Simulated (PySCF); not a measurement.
Pb(NH2)4: from a saddle point downhill

PySCF 2.14.0, RKS PBE0, Pb def2-SVP with ECP60, N def2-SVP, H def2-SVP; non-relativistic Hamiltonian with scalar-relativistic core potentials where named; density fitting; no spin-orbit coupling. Relaxed within the symmetry of its start, the geometry (D2d) is

```xyz
13

Pb    0.0000    0.0000    0.0000
N     1.0583    1.3268    1.3268
H     1.6752    0.7610    1.9136
H     1.6752    1.9136    0.7610
N    -1.0583   -1.3268    1.3268
H    -1.6752   -0.7610    1.9136
H    -1.6752   -1.9136    0.7610
N     1.0583   -1.3268   -1.3268
H     1.6752   -1.9136   -0.7610
H     1.6752   -0.7610   -1.9136
N    -1.0583    1.3268   -1.3268
H    -1.6752    1.9136   -0.7610
H    -1.6752    0.7610   -1.9136
```

and its lowest harmonic modes are -60, 99, 106, 106, 117, 142 cm⁻¹ (negative: unstable). It was moved along the lowest mode and relaxed again, within the group S4 that the move left.

(1) Where does it end, and how much lower?

(2) How do the contacts change?

(3) Is the end a minimum?

State: singlet.

Answers

(1) In S4, 0.000 eV lower, after 4 steps:
```xyz
13

Pb    0.0000    0.0000    0.0000
N     1.0669    1.3299    1.3162
H     1.4841    0.7589    2.0544
H     1.8513    1.7353    0.8016
N    -1.0669   -1.3162    1.3299
H    -1.8513   -0.8016    1.7353
H    -1.4841   -2.0544    0.7589
N     1.0669   -1.3299   -1.3162
H     1.8513   -1.7353   -0.8016
H     1.4841   -0.7589   -2.0544
N    -1.0669    1.3162   -1.3299
H    -1.4841    2.0544   -0.7589
H    -1.8513    0.8016   -1.7353
```

(2) 
```tsv
contact	saddle (Å)	end (Å)
Pb1–N2 (NH2)	2.154	2.154
Pb1–N5 (NH2)	2.154	2.154
Pb1–N8 (NH2)	2.154	2.154
Pb1–N11 (NH2)	2.154	2.154
```


(3) Probably not: 1 of the modes stay unstable (below −25 cm⁻¹), though so soft as to be near the noise; lowest modes -52, 104, 106, 106, 118, 139 cm⁻¹.
